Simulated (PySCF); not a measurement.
## Two-photon absorption: `C=CC[C@@H](C)C(C)C`, C₈H₁₆

Geometry:
```
atom   x (Å)   y (Å)   z (Å)
  C1  -3.170  -1.042   0.343
  C2  -1.926  -1.284  -0.073
  C3  -0.679  -0.713   0.522
  C4   0.155   0.100  -0.481
  C5  -0.582   1.366  -0.903
  C6   1.584   0.397   0.020
  C7   1.622   1.105   1.372
  C8   2.458  -0.853   0.040
  H9  -3.366  -0.376   1.190
 H10  -4.037  -1.500  -0.141
 H11  -1.780  -1.955  -0.931
 H12  -0.065  -1.546   0.908
 H13  -0.940  -0.086   1.391
 H14   0.273  -0.527  -1.385
 H15  -0.730   2.048  -0.050
 H16  -0.022   1.914  -1.677
 H17  -1.578   1.129  -1.305
 H18   2.023   1.087  -0.725
 H19   2.648   1.420   1.617
 H20   0.989   2.005   1.387
 H21   1.284   0.442   2.184
 H22   3.497  -0.603   0.307
 H23   2.102  -1.588   0.780
 H24   2.475  -1.349  -0.943
```

Method used: TDDFT CAM-B3LYP/aug-cc-pVDZ excited states, vertical, gas phase (PySCF). Geometry: PBE0-D3(BJ)/def2-SVP.

Problem. Give the one- and two-photon strengths of the lowest singlets.

Solution. δ for parallel linear polarisation; σ at the peak of a Lorentzian of half width 0.1 eV, single beam; Ω is circular over linear.
| state | E (eV) | f | photon λ (nm) | δ (au) | σ (GM) | Ω | main |
| --- | --- | --- | --- | --- | --- | --- | --- |
| S1 | 6.54 | 0.026 | 379 | 64.2 | 1.01 | 1.45 | HOMO→LUMO 0.43, HOMO→LUMO+1 0.29 |
| S2 | 6.89 | 0.007 | 360 | 50 | 0.87 | 1.32 | HOMO→LUMO+2 0.50, HOMO→LUMO+1 0.22 |
| S3 | 6.99 | 0.303 | 355 | 128 | 2.28 | 0.18 | HOMO→LUMO+6 0.41, HOMO→LUMO+3 0.25 |
| S4 | 7.24 | 0.035 | 342 | 40.7 | 0.78 | 1.30 | HOMO→LUMO+4 0.28, HOMO→LUMO 0.26 |
| S5 | 7.40 | 0.044 | 335 | 18.9 | 0.38 | 0.99 | HOMO→LUMO+3 0.46, HOMO→LUMO+8 0.16 |
| S6 | 7.78 | 0.009 | 319 | 68.5 | 1.52 | 1.10 | HOMO→LUMO+4 0.42, HOMO→LUMO+1 0.10 |

Among these, the strongest one-photon state is S3, the strongest two-photon state S3, with a dipole change of 2.7 D (relaxed, norm of the difference vector).
